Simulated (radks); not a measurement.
The numbers below are computed, except where a source is named.
Effect of the nuclear size on neutral osmium, [Xe] 4f14 5d6 6s2. Level of theory: Dirac Kohn-Sham, relativistic LDA (MacDonald-Vosko exchange, VWN5 correlation), spin-unpolarised, spherical densities, finite nucleus; open shells fill j = l - 1/2 first; Fermi nuclear charge, rms radius 5.4126 fm (a radial shooting solver on a logarithmic mesh with Libxc functionals). The rms radius is varied about that value; shifts are against it.

rms radius (fm)  total energy shift (eV)  density at nucleus (e/bohr^3)  1s1/2 shift (meV)  2s1/2 shift (meV)  5p1/2 shift (meV)  6s1/2 shift (meV)  5d5/2 shift (meV)  6p1/2 (empty) shift (meV)
4.3734                             -25.2                      1.785e+06             -10100              -1450              0.729             -0.982              0.883                      0.323
5.2448                             -4.30                       1.67e+06              -1720               -247              0.124             -0.168              0.151                      0.055
5.4126                                 0                       1.65e+06              0.000              0.000              0.000              0.000              0.000                      0.000
5.943                               14.1                      1.595e+06               5670                814             -0.408              0.551             -0.496                     -0.181
6.4789                              29.3                      1.545e+06              11700               1680             -0.843               1.14              -1.03                     -0.375

Slopes of the eigenvalues against <r^2> in GHz/fm^2, as finite differences over the two radii next to the reference (eigenvalue slopes, not the field-shift constants of lines): 1s1/2 229000, 2s1/2 32900, 5p1/2 -16.5, 6s1/2 22.2, 5d5/2 -20.0, 6p1/2 (empty) -7.32.
